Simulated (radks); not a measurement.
All-electron atom: the erbium ion Er2+ in [Kr] 4d10 4f12 5s2 5p4 6s2 (not the ground configuration). Method: Dirac Kohn-Sham, LDA (Slater exchange, Perdew-Zunger correlation), spin-unpolarised, spherical densities, point nucleus; open shells fill j = l - 1/2 first; computed with a radial shooting solver on a logarithmic mesh with Libxc functionals. Some entries of the table are withheld. Estimate them.

orbital  occ.  eigenvalue (eV)  r(max) (bohr)  <r^2> (bohr^2)
1s1/2       2        -57283.54        0.01287       0.0005685
2s1/2       2        -9640.084        0.07346             (1)
2p1/2       2        -9186.137        0.05513        0.006333
2p3/2       4        -8270.178        0.06135        0.007552
3s1/2       2        -2178.286         0.2076         0.05804
3p1/2       2        -1978.736            (2)         0.05368
3p3/2       4        -1786.406            (3)         0.06054
3d3/2       4              (4)         0.1641         0.04766
3d5/2       6              (5)         0.1678         0.04956
4s1/2       2        -449.1444         0.4745          0.2924
4p1/2       2        -369.4560         0.4765          0.3054
4p3/2       4        -326.0657         0.5045          0.3439
4d3/2       4              (6)         0.5071          0.3887
4d5/2       6              (7)         0.5162          0.4040
5s1/2       2         -76.7379          1.107           1.705
5p1/2       2         -54.5016          1.200           2.121
5p3/2       2         -48.5820          1.281           2.427
4f5/2       6              (8)         0.5066          0.8024
4f7/2       6              (9)         0.5121          0.8341
5d3/2       0         -20.3032          1.691           5.029
5d5/2       0         -19.7764          1.730           5.246
6s1/2       2         -18.9534          2.762           10.24
6p1/2       0         -14.0326          3.216            (10)
6p3/2       0         -13.1444          3.401            (11)
7s1/2       0          -7.3452          5.890           41.51
5f5/2       0          -5.2337          4.558           32.46
5f7/2       0          -5.2185          4.577           32.70

Answer. 
(1) 2s1/2 <r^2> (bohr^2): 0.008784
(2) 3p1/2 r(max) (bohr): 0.1951
(3) 3p3/2 r(max) (bohr): 0.2081
(4) 3d3/2 eigenvalue (eV): -1444.066
(5) 3d5/2 eigenvalue (eV): -1401.987
(6) 4d3/2 eigenvalue (eV): -194.7270
(7) 4d5/2 eigenvalue (eV): -186.8531
(8) 4f5/2 eigenvalue (eV): -28.9098
(9) 4f7/2 eigenvalue (eV): -27.7982
(10) 6p1/2 <r^2> (bohr^2): 13.93
(11) 6p3/2 <r^2> (bohr^2): 15.40
